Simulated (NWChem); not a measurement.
Molecule: hydrogen bromide (HBr); SMILES Br

Results from NWChem. Pople sets run with spherical d functions. Geometry: optimised at PBE0/def2-SVP. B3LYP is NWChem's, with the RPA form of VWN correlation.

For level LC-BLYP (range parameter 0.33 per bohr)/6-31G*:

```
Quantity                     Result
---------------------------  ------
highest occupied level (eV)  -10.98
orbital gap (eV)              13.31
```

### Question
What are these values for level B3LYP/6-31G*?

### Answer
- highest occupied level (eV) = -8.38
- orbital gap (eV) = 8.23
